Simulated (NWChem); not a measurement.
System meant: NbF5; SMILES [F][Nb]([F])([F])([F])[F]

Here is an NWChem input.

```
start job
memory heap 200 mb stack 900 mb global 1100 mb
geometry units angstroms noautoz
  Nb     0.000000     0.000000     0.000000
  F      0.469223     1.770699     0.000000
  F      1.298859    -1.291708     0.000000
  F     -1.768082    -0.478991     0.000000
  F      0.000000     0.000000    -1.863257
  F      0.000000     0.000000     1.863257
end
basis spherical
  * library def2-svp
end
ecp
  Nb library def2-ecp
end
dft
  xc xpbe96 cpbe96
  iterations 4
  mulliken
end
task dft energy
```

End of the output:

```
    Atom       Charge   Shell Charges
 -----------   ------   -------------------------------------------------------
    1 Nb  13    12.76   0.00  1.04  0.87  0.27  0.09  5.57  0.93  0.27  2.29  1.09  0.33
    2 F    9     9.04   1.98  1.03  0.75  3.18  2.09  0.01
    3 F    9     9.04   1.98  1.03  0.75  3.18  2.09  0.01
    4 F    9     9.04   1.98  1.03  0.75  3.18  2.09  0.01
    5 F    9     9.06   1.98  1.03  0.75  3.18  2.12  0.01
    6 F    9     9.06   1.98  1.03  0.75  3.18  2.12  0.01

 center of mass
 --------------
 x =   0.00000000 y =  -0.00000000 z =   0.00000000

 moments of inertia (a.u.)
 ------------------
         812.558150030880          -0.000000000000          -0.000000000000
          -0.000000000000         812.558150030880          -0.000000000000
          -0.000000000000          -0.000000000000         682.965951568826

     Multipole analysis of the density
     ---------------------------------

     L   x y z        total         alpha         beta         nuclear
     -   - - -        -----         -----         ----         -------
     0   0 0 0      0.000000    -29.000000    -29.000000     58.000000

     1   1 0 0     -0.000000     -0.000000     -0.000000     -0.000000
     1   0 1 0     -0.000000     -0.000000     -0.000000     -0.000000
     1   0 0 1     -0.000000     -0.000000     -0.000000      0.000000

     2   2 0 0    -34.757297    -98.263006    -98.263006    161.768716
     2   1 1 0     -0.000000     -0.000000     -0.000000      0.000000
     2   1 0 1     -0.000000     -0.000000     -0.000000      0.000000
     2   0 2 0    -34.757297    -98.263006    -98.263006    161.768716
     2   0 1 1     -0.000000     -0.000000     -0.000000      0.000000
     2   0 0 2    -37.705265   -130.432465   -130.432465    223.159664

 ------------------------------------------------------------------------
 dft energy failed                                                                                  0
 ------------------------------------------------------------------------
 ------------------------------------------------------------------------
  current input line :
    22: task dft energy
 ------------------------------------------------------------------------
 ------------------------------------------------------------------------
 This type of error is most commonly associated with calculations not reaching convergence criteria
 ------------------------------------------------------------------------
 For more information see the NWChem manual at https://nwchemgit.github.io

0:dft energy failed:Received an Error in Communication
```

Task: What is wrong, and how is it mended?

Result: The run did not converge; its last values are not results. Cause: the SCF was allowed too few iterations. This input runs:
```
start job
memory heap 200 mb stack 900 mb global 1100 mb
geometry units angstroms noautoz
  Nb     0.000000     0.000000     0.000000
  F      0.469223     1.770699     0.000000
  F      1.298859    -1.291708     0.000000
  F     -1.768082    -0.478991     0.000000
  F      0.000000     0.000000    -1.863257
  F      0.000000     0.000000     1.863257
end
basis spherical
  Nb library def2-svp
  F library def2-svp
end
ecp
  Nb library def2-ecp
end
dft
  xc xpbe96 cpbe96
  iterations 150
  mulliken
end
task dft energy
```
It converges to -555.69822 Ha (PBE/def2-SVP with def2 effective core potentials on Nb).
